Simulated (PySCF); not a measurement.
# First hyperpolarisability: (trifluorovinyl)benzene (SMILES c1c(C(=C(F)F)F)cccc1)

Geometry:
| atom | x (Å) | y (Å) | z (Å) |
| --- | --- | --- | --- |
| F1 | 4.079 | -0.034 | -0.356 |
| C2 | 2.812 | 0.248 | -0.498 |
| F3 | 2.618 | 1.205 | -1.371 |
| C4 | 1.835 | -0.374 | 0.179 |
| F5 | 2.242 | -1.338 | 1.016 |
| C6 | 0.391 | -0.157 | 0.115 |
| C7 | -0.439 | -1.037 | 0.828 |
| C8 | -1.822 | -0.880 | 0.805 |
| C9 | -2.402 | 0.156 | 0.076 |
| C10 | -1.583 | 1.036 | -0.631 |
| C11 | -0.201 | 0.887 | -0.615 |
| H12 | 0.010 | -1.848 | 1.401 |
| H13 | -2.451 | -1.576 | 1.364 |
| H14 | -3.487 | 0.279 | 0.059 |
| H15 | -2.026 | 1.855 | -1.203 |
| H16 | 0.418 | 1.590 | -1.171 |

Level of theory: PySCF, quadratic response CAM-B3LYP/aug-cc-pVDZ first hyperpolarisability, Taylor convention, gas phase. Geometry: PBE0-D3(BJ)/def2-SVP.

(1) What is the first hyperpolarisability, and how does it disperse?

(2) Which lowest excitations, dipole and polarisabilities go with it?

Answers

(1) In 10⁻³⁰ esu, Taylor convention; the vector part is βᵢ = ⅓ Σⱼ (βᵢⱼⱼ + βⱼᵢⱼ + βⱼⱼᵢ); β∥ is 3/5 of the vector part along the dipole, the dipole points from − to +:
```tsv
process	λ (nm)	β vector norm	β∥	β HRS	depolarisation ratio
static β(0;0,0)	∞	4.79	-2.72	1.78	7.97
second harmonic β(−2ω;ω,ω)	1907	5.12	-2.91	1.91	7.79
Pockels β(−ω;ω,0)	1907	4.89	-2.78	–	–
second harmonic β(−2ω;ω,ω)	1064	6.05	-3.43	2.27	7.37
Pockels β(−ω;ω,0)	1064	5.15	-2.92	–	–
```

(2) S1 5.07 eV (f = 0.032); S2 5.21 eV (f = 0.377); S3 5.78 eV (f = 0.003); dipole 1.91 D; isotropic α 99.6 au static, 100.1 au at 1907 nm, 101.2 au at 1064 nm, 101.6 au at 953.5 nm, 106.6 au at 532 nm.
